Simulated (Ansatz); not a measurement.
Molecule: sum formula InOH, charge 0, multiplicity 1. 
Coordinates optimised at B3LYP-D3(BJ)/def2-TZVP (Ansatz, a first-principles code):
```xyz
3

In    -0.1901    -0.1458    -0.2219
O      0.9785     0.7034     1.2141
H      1.4855     1.5186     1.1611
```
Charge 0, spin multiplicity 1.

Computed values are from Ansatz. Correlated levels leave the core frozen unless marked. Open shells are spin-unrestricted. No spin-orbit coupling. Frozen are the shells of the preceding noble gas and the d and f shells that filled before the atom's block. In def2 rows, elements after Kr have scalar-relativistic effective core potentials. Basis-set limits of correlation are two-point, X^-3; Hartree-Fock from the larger set.

```
Quantity                                                                     Value
----------------------------  ----------------------------------------------------
atomisation energy De         866.7 kJ/mol at CCSD(T)/CBS(def2-TZVPPD,def2-QZVPPD)
vertical triplet-singlet gap       3.19 eV at CCSD(T)/CBS(def2-TZVPPD,def2-QZVPPD)
total energy                  -265.0891 Eh at CCSD(T)/CBS(def2-TZVPPD,def2-QZVPPD)
dipole moment                                          2.02 D at CCSD(T)/def2-SVPD
T1 diagnostic                                            0.018 at CCSD/def2-QZVPPD
```
